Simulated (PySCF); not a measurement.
Gas-phase reaction: 2 SiF4 + Br2 = 2 SiF3 + 2 BrF

Method: PySCF energies plus ideal-gas RRHO corrections (1 bar). † marks an energy on the PBE0/def2-TZVP geometry and frequencies; other levels use their own. MP2 and CCSD(T) freeze the core. 6-31G* has spherical d functions here. Open shells (unrestricted): SiF3 (multiplicity 2); the rest are closed-shell singlets. B3LYP is the form with VWN-RPA correlation. Br: all electrons, no relativistic terms. MP2 isn't extrapolated to the basis-set limit. CCSD(T) isn't extrapolated to the basis-set limit.

MP2/def2-SVP† gives ΔH°(298 K) = 1070 kJ.

### Question
What do B3LYP/6-31G*, CCSD(T)/def2-SVP†, LDA/def2-TZVP† give?

### Answer
B3LYP/6-31G*: 1034 kJ; CCSD(T)/def2-SVP†: 1046 kJ; LDA/def2-TZVP†: 1052 kJ. For scale, ΔH°(298 K) is 1070 kJ at this level, 1067 kJ at ωB97M-V/def2-TZVP†, and runs from 962 to 1094 kJ over the 20 levels computed.
